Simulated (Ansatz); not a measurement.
Frontier orbitals of GeH6OSSi, SMILES `O[SiH2][S][GeH3]`.

Total charge 0; spin multiplicity 1. Correlated methods include outer-core shells of Ge, which these sets cover unevenly. Scalar relativity is left out up to krypton. The structure was optimised at the PBE0-D4/def2-TZVP level. It is one conformer, not always the lowest. Basis def2-TZVPP, Ansatz 0.2.0.

| functional | HOMO (eV) | LUMO (eV) |
| --- | --- | --- |
| PBE0 | -7.53 | -0.30 |

(1) Give HOMO and LUMO (eV) with LDA (SPW92), PBE, revPBE, BLYP, r2SCAN, B97M-V, B3LYP, r2SCANh, r2SCAN0, HSE06 (plane-wave form), BHLYP, CAM-B3LYP, LC-ωPBE, ωB97X-V, ωB97M-V, HF. (Estimate.)

## Answers

(1) Ansatz gave: 
| functional | HOMO | LUMO |
| --- | --- | --- |
| LDA (SPW92) | -6.43 | -1.44 |
| PBE | -6.32 | -1.18 |
| revPBE | -6.28 | -1.07 |
| BLYP | -6.15 | -1.08 |
| r2SCAN | -6.61 | -0.89 |
| B97M-V | -6.76 | -0.96 |
| B3LYP | -7.28 | -0.54 |
| r2SCANh | -7.05 | -0.58 |
| r2SCAN0 | -7.72 | -0.13 |
| HSE06 (plane-wave form) | -7.13 | -0.67 |
| BHLYP | -8.59 | 0.62 |
| CAM-B3LYP | -8.81 | 0.72 |
| LC-ωPBE | -10.21 | 1.90 |
| ωB97X-V | -9.86 | 1.77 |
| ωB97M-V | -9.70 | 1.52 |
| HF | -10.30 | 2.92 |

B3LYP here is the variant with VWN-RPA as its local correlation; programs differ in this. LC-ωPBE has ω = 0.4 bohr⁻¹. Positive LUMOs are unbound and depend on the basis.
